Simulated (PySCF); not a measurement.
## Electronic absorption of C8H6BrN

Compound: C₈H₆BrN.
InChI=1S/C8H6BrN/c9-7-3-1-2-6-4-5-10-8(6)7/h1-5,10H

Method: TDDFT CAM-B3LYP/def2-SVPD, vertical, gas phase, core orbitals frozen in the response (PySCF). Isolated species at its PBE0-D3(BJ)/def2-SVP geometry, gas phase. The CAM-B3LYP/def2-SVPD calculation is non-relativistic and has no spin–orbit coupling, an omission that weighs most on bromine.

Question: List the vertical singlet excitations with oscillator strengths and describe the spectrum.

Answer: 

```
state  E (eV)  λ (nm)  ν̃ (cm⁻¹)       f  |μ| (D)  symmetry  main configurations (H = HOMO, L = LUMO)
   S1    4.90   253.0      39520   0.092     2.22        A′        H→L (59%), H-1→L (25%), H→L+3 (8%)
   S2    5.04   246.0      40640   0.083     2.09        A′       H-1→L (41%), H→L (32%), H→L+3 (23%)
   S3    5.34   232.4      43040  0.0002     0.10         –                               H→L+1 (68%)
   S4    6.00   206.6      48410  0.0000     0.04         –    H→L+2 (73%), H→L+1 (10%), H-1→L+1 (8%)
   S5    6.07   204.2      48960  0.0000     0.00         –                H-1→L+1 (70%), H→L+2 (14%)
   S6    6.24   198.6      50360   0.664     5.29        A′                  H→L+3 (60%), H-1→L (29%)
```

The lowest singlet comes at 253 nm (473 kJ/mol) in the ultraviolet; it is of moderate strength; its leading configuration is HOMO→LUMO (59%). The most intense listed level is S6 at 6.24 eV (199 nm, f = 0.664), 1.34 eV above S1. It is the last of those listed, so stronger ones may follow. Löwdin shares by element: HOMO carbon 43% or more, nitrogen 11% (atoms not listed hold the other 46%); LUMO carbon 60% or more (atoms not listed hold the other 40%). Of the 6 states listed, 3 reach f = 0.01 and 3 stay under 0.0005. Orbital energies (eV): HOMO-3 -9.85, HOMO-2 -9.12, HOMO-1 -7.91, HOMO -7.36, LUMO 0.26, LUMO+1 0.81, LUMO+2 1.29. The listed states span 1.34 eV, and the widest gap between neighbours is 0.67 eV (S3 to S4). Symmetry labels in Cs follow from the direction of the transition dipole and are given only for states with f of 0.002 or more. Singlets were solved by full linear response.

The run took about 3 min of CPU time (one thread, shared machine).
